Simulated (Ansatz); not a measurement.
# How methods differ on SnH3F (SMILES [H][Sn]([H])([H])[F])

SnH3F: 5 atoms, total charge 0, spin state singlet. SMILES: `[H][Sn]([H])([H])[F]`. The shape comes from GFN2-xTB, which is rough for such elements, and wasn't checked as a minimum.

```xyz
5

Sn   -0.0026    0.0024   -0.1669
F     0.0117   -0.0193    1.7573
H     1.6192    0.0110   -0.5382
H    -0.8177    1.4085   -0.5125
H    -0.8106   -1.4026   -0.5397
```

Quantity: the energy change with the Sn1–H4 bond stretched from 1.662 to 3.323 Å, in eV. The values are calculated.

```csv
level,kind,program,value (eV),less FCI/STO-3G,CPU time (all runs)
HF/STO-3G (restricted),Hartree–Fock,Ansatz,7.62,+3.41,1.8 s
SVWN5/STO-3G (restricted),LDA,Ansatz,5.21,+1.00,5.1 s
PBE/STO-3G (restricted),GGA,Ansatz,4.97,+0.76,6.8 s
BHLYP/STO-3G (restricted),global hybrid,Ansatz,6.47,+2.26,6.8 s
wB97M-V/STO-3G (restricted),range-separated hybrid,Ansatz,6.26,+2.05,78 s
wB97X/STO-3G (restricted),range-separated hybrid,Ansatz,6.43,+2.22,25 s
B2PLYP/STO-3G (restricted),double hybrid,Ansatz,5.61,+1.40,9 s
RPA@PBE/STO-3G (restricted),RPA,Ansatz,4.75,+0.54,9.7 s
CCSD/STO-3G (restricted),coupled cluster or CI,Ansatz,4.40,+0.19,2.2 s
FCI/STO-3G,exact in the basis,Ansatz,4.21,0.00,47 s
```

FCI/STO-3G is exact within its basis and frozen core, so for wave-function methods in that basis the difference is their error; functionals converge differently with the basis, so for them it is only a difference. A spin-restricted reference rises too steeply as a bond breaks; here HF/STO-3G, SVWN5/STO-3G, PBE/STO-3G, BHLYP/STO-3G, wB97M-V/STO-3G, wB97X/STO-3G, B2PLYP/STO-3G, RPA@PBE/STO-3G lie well above the multireference or unrestricted value. All-electron rows without a relativistic Hamiltonian named are non-relativistic. The first shape isn't each level's own minimum. The values span 4.21 to 7.62 eV. All rows use very small basis sets, so none should be taken for the real molecule's value. In the correlated wave-function rows the outer d shell of Sn is correlated, in sets not made for it. Times are those of the runs behind each value, whatever else they computed, on shared processors of several kinds: orders of magnitude only.
